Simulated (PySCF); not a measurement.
Radial density of Xe (xenon, neutral)

UHF, [Kr] 4d10 5s1 5p6 5d1, high-spin 3D determinant (an excited configuration). Computed with PySCF 2.14 in aug-cc-pwCVTZ-PP with ECP28MDF, with a scalar-relativistic core potential. This is the valence pseudo-density: the core potential removes the inner electrons and smooths the orbitals near the nucleus.

```json
{"r (bohr)": "0.00118", "4πr²ρ (e/bohr)": "1.400e-05", "4πr²(ρα − ρβ)": "0.0000"}
{"r (bohr)": "0.00199", "4πr²ρ (e/bohr)": "3.925e-05", "4πr²(ρα − ρβ)": "0.0000"}
{"r (bohr)": "0.00335", "4πr²ρ (e/bohr)": "0.0001083", "4πr²(ρα − ρβ)": "0.0000"}
{"r (bohr)": "0.00564", "4πr²ρ (e/bohr)": "0.0002860", "4πr²(ρα − ρβ)": "0.0000"}
{"r (bohr)": "0.00948", "4πr²ρ (e/bohr)": "0.0006826", "4πr²(ρα − ρβ)": "0.0001"}
{"r (bohr)": "0.0159", "4πr²ρ (e/bohr)": "0.001376", "4πr²(ρα − ρβ)": "0.0002"}
{"r (bohr)": "0.0268", "4πr²ρ (e/bohr)": "0.002365", "4πr²(ρα − ρβ)": "0.0003"}
{"r (bohr)": "0.0451", "4πr²ρ (e/bohr)": "0.003257", "4πr²(ρα − ρβ)": "0.0004"}
{"r (bohr)": "0.0759", "4πr²ρ (e/bohr)": "0.005984", "4πr²(ρα − ρβ)": "0.0004"}
{"r (bohr)": "0.128", "4πr²ρ (e/bohr)": "0.03382", "4πr²(ρα − ρβ)": "0.0005"}
{"r (bohr)": "0.215", "4πr²ρ (e/bohr)": "0.3809", "4πr²(ρα − ρβ)": "0.0041"}
{"r (bohr)": "0.361", "4πr²ρ (e/bohr)": "5.258", "4πr²(ρα − ρβ)": "0.0752"}
{"r (bohr)": "0.607", "4πr²ρ (e/bohr)": "27.40", "4πr²(ρα − ρβ)": "0.2248"}
{"r (bohr)": "1.02", "4πr²ρ (e/bohr)": "15.07", "4πr²(ρα − ρβ)": "0.1222"}
{"r (bohr)": "1.72", "4πr²ρ (e/bohr)": "5.073", "4πr²(ρα − ρβ)": "0.9628"}
{"r (bohr)": "2.89", "4πr²ρ (e/bohr)": "2.020", "4πr²(ρα − ρβ)": "0.3496"}
{"r (bohr)": "4.86", "4πr²ρ (e/bohr)": "0.2932", "4πr²(ρα − ρβ)": "0.1869"}
{"r (bohr)": "8.18", "4πr²ρ (e/bohr)": "0.001668", "4πr²(ρα − ρβ)": "0.0014"}
```

Energies and moments cover only the electrons outside the core potential. The outer electron is Rydberg-like, and this basis confines it to a smaller radius and binds it less than a complete one would.
